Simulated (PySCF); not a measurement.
## Ionisation energy of Tm+ by level of theory

Tm+ [Xe] 4f13 6s1 (3F) → Tm(2+) [Xe] 4f13 (2F), as a difference of total energies. Calculation: PySCF 2.14, in cc-pVDZ-X2C; scalar relativity by spin-free X2C-1e. Correlated levels: valence: [Kr] 4d10 frozen. The calculations carry no spin-orbit coupling.

| method | ionisation energy (eV) |
| --- | --- |
| UHF | 11.155 |
| MP2 (valence) | 11.930 |
| SCS-MP2 (valence) | 11.779 |
| CCSD (valence) | 11.777 |
| CCSD(T) (valence) | 11.866 |

**Question.** How much does correlation contribute at CCSD(T) (valence)?

**Answer.** 11.866 − (11.155) = 0.711 eV, measured against UHF.

Errors of the correlated levels include the incompleteness of this basis and the frozen core.

For comparison: 12.065 ± 0.02 eV (semi-empirical (NIST evaluation); NIST Atomic Spectra Database, ionization energies).
